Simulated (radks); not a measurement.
Question: All-electron atom: the hafnium ion Hf2+ in [Kr] 4d10 4f14 5s1 5p6 5d2 6d1 (not the ground configuration). Method: scalar-relativistic Kohn-Sham, revPBE, spin-polarised, spherical densities, point nucleus; open shells are filled with parallel spins first (spin-orbit coupling, left out, can overturn this in heavy ions); computed with a radial shooting solver on a logarithmic mesh with Libxc functionals. Some entries of the table are withheld. Estimate them.

| orbital | occ. | eigenvalue (eV) | <1/r> (bohr^-1) | <r^2> (bohr^2) |
|---|---|---|---|---|
| 1s up | 1 | -65316.76 | 83.85 | 0.0004948 |
| 1s down | 1 | -65316.63 | 83.85 | 0.0004948 |
| 2s up | 1 | -11191.82 | 19.57 | 0.007638 |
| 2s down | 1 | -11191.64 | 19.57 | 0.007638 |
| 2p up | 3 | -9828.920 | 17.85 | 0.006284 |
| 2p down | 3 | -9828.758 | 17.85 | 0.006284 |
| 3s up | 1 | -2569.781 | 7.241 | 0.04975 |
| 3s down | 1 | -2569.690 | 7.241 | 0.04975 |
| 3p up | 3 | -2162.704 | 6.712 | 0.05040 |
| 3p down | 3 | -2162.606 | 6.712 | 0.05040 |
| 3d up | 5 | -1681.441 | 6.350 | 0.04186 |
| 3d down | 5 | -1681.306 | 6.350 | 0.04186 |
| 4s up | 1 | -538.4155 | 3.066 | 0.2476 |
| 4s down | 1 | -538.2097 | 3.066 | 0.2475 |
| 4p up | 3 | -404.9460 | 2.791 | 0.2819 |
| 4p down | 3 | -404.7282 | 2.791 | 0.2817 |
| 4d up | 5 | -232.5590 | 2.474 | 0.3326 |
| 4d down | 5 | -232.2595 | 2.476 | 0.3317 |
| 5s up | 1 | -92.5600 | 1.182 | 1.420 |
| 5s down | 0 | -90.4608 | 1.189 | 1.410 |
| 5p up | 3 | -60.4411 | 0.9973 | 1.935 |
| 5p down | 3 | -58.0909 | 1.001 | 1.930 |
| 4f up | 7 | (1) | 1.924 | 0.5752 |
| 4f down | 7 | (2) | 1.938 | 0.5596 |
| 5d up | 2 | -23.9774 | (3) | 4.062 |
| 5d down | 0 | -21.7375 | (4) | 4.250 |
| 6d up | 1 | -8.7824 | 0.2452 | 29.50 |

Answer: 
(1) 4f up eigenvalue (eV): -42.6060
(2) 4f down eigenvalue (eV): -41.9285
(3) 5d up <1/r> (bohr^-1): 0.6837
(4) 5d down <1/r> (bohr^-1): 0.6716
